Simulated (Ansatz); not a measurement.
W3⁺, 3 atoms. Hardware: 4 threads of Arm Neoverse V2 on a shared host.

In the def2 sets W takes a core potential; there is no spin–orbit coupling. Correlated methods freeze no core orbitals; core or outer-core shells of W are correlated, in sets that lack core-valence functions. In CCSD on the charge 1 doublet the largest single amplitude is 0.22, so its Hartree–Fock determinant may place the open shell otherwise than the density functionals do.

Problem. How many basis functions does each of these Ansatz runs have, and roughly what does it cost? PBE0-D4/def2-SVP, charge 1 doublet, energy, from earlier orbitals; PBE0-D4/def2-TZVP, charge 1 quartet, energy, from earlier orbitals; r2SCAN-D4/def2-TZVP, charge 0 triplet at the geometry of the charge 1 doublet, energy, from earlier orbitals; r2SCAN-D4/def2-TZVP, charge 1 doublet, energy and forces, from earlier orbitals; B3LYP-D4/def2-TZVP, charge 1 doublet, energy, from earlier orbitals; r2SCAN-D4/def2-TZVP, charge 0 singlet at the geometry of the charge 1 doublet, energy, from earlier orbitals; PBE-D4/def2-TZVP, charge 0 triplet at the geometry of the charge 1 doublet, energy, from earlier orbitals; CCSD(T)/def2-TZVP, charge 1 doublet, energy, from earlier orbitals; B3LYP-D4/def2-TZVP, charge 1 quartet, energy, from earlier orbitals; PBE0-D4/def2-TZVP, charge 1 doublet, energy, from earlier orbitals; PBE-D4/def2-SVP, charge 1 doublet, energy, from earlier orbitals; CCSD(T)/def2-TZVP, charge 1 quartet, energy, from earlier orbitals.

Solution. Other jobs shared the machine, so times can vary by a factor of up to 3. A dash marks memory too small to be measured apart from the calling script's.

```
                                                                                                         run  functions  fitting or Cholesky vectors  wall time  peak host memory (GiB)
                                            PBE-D4/def2-SVP, charge 1 doublet, energy, from earlier orbitals         96                          921      2.5 s                       –
   PBE-D4/def2-TZVP, charge 0 triplet at the geometry of the charge 1 doublet, energy, from earlier orbitals        120                          972      2.6 s                       –
r2SCAN-D4/def2-TZVP, charge 0 singlet at the geometry of the charge 1 doublet, energy, from earlier orbitals        120                          972      3.3 s                       –
                                         B3LYP-D4/def2-TZVP, charge 1 doublet, energy, from earlier orbitals        120                         1179      3.6 s                       –
                                           PBE0-D4/def2-SVP, charge 1 doublet, energy, from earlier orbitals         96                         1041      3.9 s                       –
                                         B3LYP-D4/def2-TZVP, charge 1 quartet, energy, from earlier orbitals        120                         1179      4.5 s                       –
                             r2SCAN-D4/def2-TZVP, charge 1 doublet, energy and forces, from earlier orbitals        120                          972      6.5 s                       –
r2SCAN-D4/def2-TZVP, charge 0 triplet at the geometry of the charge 1 doublet, energy, from earlier orbitals        120                          972       18 s                       –
                                          PBE0-D4/def2-TZVP, charge 1 doublet, energy, from earlier orbitals        120                         1200       34 s                       –
                                          CCSD(T)/def2-TZVP, charge 1 quartet, energy, from earlier orbitals        120                         1116       38 s                     1.5
                                          CCSD(T)/def2-TZVP, charge 1 doublet, energy, from earlier orbitals        120                         1116       38 s                     1.5
                                          PBE0-D4/def2-TZVP, charge 1 quartet, energy, from earlier orbitals        120                         1200       39 s                       –
```
